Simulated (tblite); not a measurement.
Compound: C3H6F3PS.
Atom-mapped SMILES: `[CH3:1][P@H:2](=[S:3])[CH2:4][C:5]([F:6])([F:7])[F:8]` (hydrogens: H9, H10, H11 on C1; H12 on P2; H13, H14 on C4)

Structure used (GFN2-xTB), in Å, numbered top down from 1:
```xyz
14
C3H6F3PS angstrom
C     -1.5587    0.7911    0.4176
P     -0.9367   -0.7614   -0.3165
S     -1.8504   -2.3812    0.1863
C      0.8786   -0.8365    0.0820
C      1.6049    0.4563   -0.1905
F      1.2107    1.0217   -1.3427
F      1.3957    1.3698    0.7679
F      2.9305    0.2919   -0.2779
H     -2.6290    0.8381    0.2151
H     -1.4112    0.7450    1.4978
H     -1.0662    1.6697    0.0082
H     -0.8799   -0.4661   -1.6824
H      1.3191   -1.6339   -0.5241
H      0.9918   -1.1050    1.1368
```

Computed values, GFN2-xTB/tblite, gas phase, harmonic and unscaled. Errors from tens to a few hundred cm⁻¹ against measured bands are possible. Modes of hydrogen on phosphorus can be 10 to 20 % off. One conformer, not necessarily the lowest.

Harmonic wavenumbers (cm⁻¹): 44.9, 71.7, 115.3, 165.2, 174.1, 224.4, 236.9, 318.2, 333.8, 471.1, 477.1, 576.3, 660.5, 681.9, 746.0, 765.7, 797.1, 829.4, 861.6, 904.6, 943.0, 987.1, 1050.9, 1146.7, 1167.1, 1225.6, 1310.2, 1392.0, 1399.5, 1416.2, 2233.2, 2954.6, 2959.0, 2984.3, 2995.5, 3020.2.

A = 2893, B = 772.3, C = 702.8 MHz; mass 161.988 u (most abundant isotopes); point group C1, symmetry number 1.

**Question.** What is the zero-point energy?

**Answer.** ½Σν̃ = 19320 cm⁻¹ = 231.12 kJ/mol.

**Question.** What is S at 500 K and 1 bar for an ideal gas of classical rigid rotors and harmonic oscillators?

**Answer.** Translation 183.05, rotation 130.73, vibration 191.29: S = 505.1 J/(mol K).

**Question.** And Cp and H(500 K) − H(0)?

**Answer.** Cp = 206.09 J/(mol K), of which vibrations give 172.83 (their classical limit is 36 R = 299.3); H(500 K) − H(0) = 64.54 kJ/mol without the zero-point energy, 47.91 from vibrations.

**Question.** Blend soft modes into free rotors: weight 1/[1 + (100 cm⁻¹/ν̃)⁴] for the oscillator and the rest for a rotor with moment μB/(μ + B), μ = h/(8π²ν), B = 10⁻⁴⁴ kg m². What vibrational entropy results?

**Answer.** 176.90 J/(mol K) in place of 191.29, which changes −T·S at 500 K by +7.20 kJ/mol.

**Question.** Which modes carry the vibrational entropy at 500 K?

**Answer.** 44.9 cm⁻¹: 25.33; 71.7 cm⁻¹: 21.45; 115.3 cm⁻¹: 17.53; 165.2 cm⁻¹: 14.58; 174.1 cm⁻¹: 14.15; 224.4 cm⁻¹: 12.09 J/(mol K); the other 30 give 86.16 together.

**Question.** What must be added to the electronic energy to get the Gibbs energy at 500 K and 1 bar?

**Answer.** ZPE + [H(500 K) − H(0)] − T·S = 231.12 + 64.54 − 252.54 = 43.12 kJ/mol.

**Question.** How do the functions run with temperature in this model?

**Answer.** 
| T (K) | S (J/(mol K)) | Cp (J/(mol K)) | H − H(0) (kJ/mol) | G − H(0) (kJ/mol) | ln q(vib) |
| --- | --- | --- | --- | --- | --- |
| 50 | 249.9 | 54.1 | 2.08 | -10.41 | 0.51 |
| 100 | 294.9 | 77.6 | 5.40 | -24.09 | 1.67 |
| 298.15 | 413.0 | 150.4 | 28.11 | -95.03 | 6.66 |
| 373.15 | 449.4 | 174.2 | 40.31 | -127.39 | 8.49 |
| 750 | 597.0 | 246.4 | 121.56 | -326.20 | 16.95 |
| 1000 | 671.5 | 270.8 | 186.43 | -485.06 | 21.83 |

q(vib) and H(0) count from the zero-point level.

Hindered rotation and anharmonicity are outside this model. Other conformers, if any are populated, would add a mixing term that is left out. The structure is chiral; the term R ln 2 for an equal mix with its mirror image is left out.
